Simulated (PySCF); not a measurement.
Compound: (HAlNH)4 cubane, Al₄H₈N₄.
Bonds: Al1–N3, Al1–N6, Al1–N9, N3–Al4, N3–Al10, Al4–N6, Al4–N12, N6–Al7, Al7–N9, Al7–N12, N9–Al10, Al10–N12. Hydrogens: H2 on Al1; H13 on N3; H5 on Al4; H14 on N6; H8 on Al7; H15 on N9; H11 on Al10; H16 on N12.

NICS = −σ at a ghost point: NICS(0) at the centroid of the ring atoms, NICS(1) 1 Å to either side along the normal of their mean plane, zz for the tensor component along that normal. Level: GIAO B3LYP/pcSseg-1 (pcSseg-2 on Al) (PySCF, non-relativistic, gas phase) on the PBE0-D3(BJ)/def2-SVP geometry, one conformer.

Ring bond lengths (Å): Al1–N3 1.934, N3–Al4 1.934, Al4–N6 1.934, N6–Al1 1.934; Al1–N3 1.934, N3–Al10 1.934, Al10–N9 1.934, N9–Al1 1.934; Al1–N6 1.934, N6–Al7 1.934, Al7–N9 1.934, N9–Al1 1.934; N3–Al4 1.934, Al4–N12 1.933, N12–Al10 1.934, Al10–N3 1.934; Al4–N6 1.934, N6–Al7 1.934, Al7–N12 1.935, N12–Al4 1.933.

Question: Give the NICS values of each ring in ppm.

Answer: 
| ring | type | NICS(0) | NICS(1), two faces | NICS(1)zz, two faces | rms pucker (Å) | centre to ring atoms, mean (Å) |
| --- | --- | --- | --- | --- | --- | --- |
| Al1–N3–Al4–N6 | 4-membered ring with 2 Al and 2 N | -4.8 | -3.0 / -1.2 | -2.9 / -0.7 | 0.00 | 1.37 |
| Al1–N3–Al10–N9 | 4-membered ring with 2 Al and 2 N | -4.8 | -1.2 / -3.0 | -0.8 / -2.9 | 0.01 | 1.37 |
| Al1–N6–Al7–N9 | 4-membered ring with 2 Al and 2 N | -4.8 | -3.0 / -1.2 | -2.9 / -0.7 | 0.00 | 1.37 |
| N3–Al4–N12–Al10 | 4-membered ring with 2 Al and 2 N | -4.8 | -3.0 / -1.2 | -2.9 / -0.7 | 0.00 | 1.37 |
| Al4–N6–Al7–N12 | 4-membered ring with 2 Al and 2 N | -4.8 | -3.0 / -1.2 | -2.9 / -0.8 | 0.01 | 1.37 |

Question: What do they say, and how far can they be read as aromaticity?

Answer: 
- Al1–N3–Al4–N6: mean NICS(1)zz -1.8 ppm, near zero. Al1, N3, Al4, N6 have four or more neighbours, so the value isn't read as a sign of a π ring current.
- Al1–N3–Al10–N9: mean NICS(1)zz -1.8 ppm, near zero. Al1, N3, N9, Al10 have four or more neighbours, so the value isn't read as a sign of a π ring current.
- Al1–N6–Al7–N9: mean NICS(1)zz -1.8 ppm, near zero. Al1, N6, Al7, N9 have four or more neighbours; no verdict on aromaticity is drawn.
- N3–Al4–N12–Al10: mean NICS(1)zz -1.8 ppm, near zero. N3, Al4, Al10, N12 have four or more neighbours; no verdict on aromaticity is drawn.
- Al4–N6–Al7–N12: mean NICS(1)zz -1.8 ppm, near zero. Al4, N6, Al7, N12 have four or more neighbours, so the value isn't read as a sign of a π ring current.

Question: Give the inner angles of the rings.

Answer: 
- Al1–N3–Al4–N6: Al1 89.4°, N3 90.6°, Al4 89.4°, N6 90.6°; sum 360.0° against 360° for a flat convex ring.
- Al1–N3–Al10–N9: Al1 89.5°, N3 90.5°, Al10 89.5°, N9 90.5°; sum 360.0° against 360° for a flat convex ring.
- Al1–N6–Al7–N9: Al1 89.4°, N6 90.6°, Al7 89.5°, N9 90.5°; sum 360.0° against 360° for a flat convex ring.
- N3–Al4–N12–Al10: N3 90.6°, Al4 89.4°, N12 90.6°, Al10 89.4°; sum 360.0° against 360° for a flat convex ring.
- Al4–N6–Al7–N12: Al4 89.5°, N6 90.5°, Al7 89.5°, N12 90.5°; sum 360.0° against 360° for a flat convex ring.

Question: How shielded are the nuclei of the rings and their hydrogens (means over atoms taken as equivalent)?

Answer: 
```csv
atoms,environment,σ isotropic (ppm),"principal values of the symmetric part, first atom (ppm)"
Al1 (×4),aluminium bonded to 3 N and H,427.5,"400.5, 400.7, 481.1"
H2 (×4),hydrogen on aluminium,26.78,"23.6, 23.6, 33.1"
N3 (×4),nitrogen bonded to 3 Al and H,203.9,"202.8, 202.9, 206.0"
H13 (×4),hydrogen on nitrogen,30.56,"24.9, 25.0, 41.8"
```

Question: How do the values depend on the level or the medium?

Answer: 
```
                               level  NICS(0), Al1–N3–Al4–N6  mean NICS(1)zz, Al1–N3–Al4–N6  NICS(0), Al1–N3–Al10–N9  mean NICS(1)zz, Al1–N3–Al10–N9  NICS(0), Al1–N6–Al7–N9  mean NICS(1)zz, Al1–N6–Al7–N9
B3LYP/pcSseg-1 (pcSseg-2 on Al), gas                    -4.8                           -1.8                     -4.8                            -1.8                    -4.8                           -1.8
  PBE/pcSseg-1 (pcSseg-2 on Al), gas                    -4.7                           -1.7                     -4.7                            -1.7                    -4.7                           -1.7
 PBE0/pcSseg-1 (pcSseg-2 on Al), gas                    -5.0                           -2.0                     -5.0                            -2.0                    -5.0                           -2.0
```

The geometry is the same throughout.

The run took 2.1 min of wall time on one thread, Intel Xeon at 2.50 GHz (x86_64), shared host, and the process peaked at 1.3 GiB of memory. This is the whole shielding run at B3LYP/pcSseg-1 (pcSseg-2 on Al), SCF included.
